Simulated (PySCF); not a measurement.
A PySCF run on GeBr

State: ²Π (doublet), unpaired electrons π ↑.

An equivalent input (the run itself took its basis sets from the Basis Set Exchange, started from a PBE0 density and held the occupation σ 15α 15β, πx 7α 7β, πy 8α 7β, δx 2α 2β, δy 2α 2β):

```python
from pyscf import gto, dft
mol = gto.M(atom='Ge 0 0 0; Br 0 0 2.332', basis={'Ge': 'def2-TZVPP', 'Br': 'def2-TZVPP'},
            charge=0, spin=1, verbose=4, symmetry='C2v')
mf = dft.UKS(mol, xc='PBE0')
mf.grids.atom_grid = (80, 434)
mf.grids.prune = dft.gen_grid.treutler_prune
mf.irrep_nelec = {'A1': (17, 17), 'A2': (2, 2), 'B1': (7, 7), 'B2': (8, 7)}
mf.conv_tol = 1e-9
mf.max_cycle = 60
mf.diis_space = 10
mf.kernel()
```

The log (some set-up lines and the per-cycle HOMO/LUMO lines removed):

```
******** <class 'pyscf.dft.uks_symm.SymAdaptedUKS'> ********
method = SymAdaptedUKS
damping factor = 0
level_shift factor = 0
DIIS = <class 'pyscf.scf.diis.CDIIS'>
diis_start_cycle = 1
diis_space = 10
diis_damp = 0
SCF conv_tol = 1e-09
SCF conv_tol_grad = None
SCF max_cycles = 60
number electrons alpha = 34  beta = 33
Set gradient conv threshold to 3.16228e-05
init E= -4650.5890725171
cycle= 1 E= -4650.60307907646  delta_E= -0.014  |g|= 0.0188  |ddm|= 0.0551
cycle= 2 E= -4650.60294265858  delta_E= 0.000136  |g|= 0.0265  |ddm|= 0.0561
cycle= 3 E= -4650.60335319818  delta_E= -0.000411  |g|= 0.00394  |ddm|= 0.0292
cycle= 4 E= -4650.60335937225  delta_E= -6.17e-06  |g|= 0.000603  |ddm|= 0.00326
cycle= 5 E= -4650.60335953354  delta_E= -1.61e-07  |g|= 0.000196  |ddm|= 0.000615
cycle= 6 E= -4650.60335955063  delta_E= -1.71e-08  |g|= 4.94e-05  |ddm|= 0.000221
cycle= 7 E= -4650.60335955288  delta_E= -2.24e-09  |g|= 2.18e-05  |ddm|= 8.51e-05
cycle= 8 E= -4650.60335955338  delta_E= -5.04e-10  |g|= 4.24e-06  |ddm|= 3.88e-05
Extra cycle  E= -4650.6033595534  delta_E= -2.18e-11  |g|= 4.58e-06  |ddm|= 1.22e-05
converged SCF energy = -4650.6033595534  <S^2> = 0.75444657  2S+1 = 2.0044416
```

Repeating this along the bond gives Re = 2.327 Å and ωe = 296 cm⁻¹.

A point of this curve took 4.3 CPU seconds beside 1.7 for the integrals, on Intel Xeon Platinum 8259CL @ 2.50GHz (shared host).

Spin–orbit coupling is left out. The state is the lowest determinant that a PBE0 search found; another state may lie lower at other levels.
